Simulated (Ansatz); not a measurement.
Consider the ligand exchange at the Sn–C bond: `[Cl][Sn]([Cl])([Cl])[c]1ccccc1` + `CC(C)N` → `CC(C)[NH][Sn]([Cl])([Cl])[Cl]` + benzene.

Gas-phase electronic energies from Ansatz, PBE0-D4/def2-TZVP geometries. CCSD(T)/CBS adds triple-zeta CCSD(T) − MP2 to the extrapolated MP2 energy (def2 sets, frozen cores). Functionals use def2-TZVPP. B3LYP here is the variant with VWN-RPA as its local correlation; programs differ in this. Elements past krypton have def2 core potentials. For Sn outer-core shells are correlated without core-valence functions, which leaves a few kJ/mol of doubt a bond. Each species was taken in one conformer, which may not be the lowest.

```csv
level,ΔE (kJ/mol),difference from CCSD(T)/CBS
r2SCAN-D4,-13.1,-1.0
B3LYP-D4,-10.6,1.5
r2SCANh-D4,-12.3,-0.2
B2PLYP,-9.3,2.8
r2SCAN,-13.1,-1.0
PBE0,-7.8,4.3
r2SCANh,-12.3,-0.2
BHLYP,-11.0,1.1
LC-ωPBE,-11.0,1.1
SCS-MP2/def2-QZVPP,-8.9,3.2
CCSD(T)/CBS,-12.1,0
```

Largest T1 diagnostic among the species: 0.011.

Leaving LDA and LC-ωPBE aside and taking each functional with its dispersion term where it has one, the values, not all of them listed here, spread over 7.3 kJ/mol, from B97M-V to PBE-QIDH. LDA lies −3.5 kJ/mol from PBE without D4.

CCSD(T)/CBS has its own doubt, a few kJ/mol and more with outer-core shells, so smaller differences from it don't rank the levels.
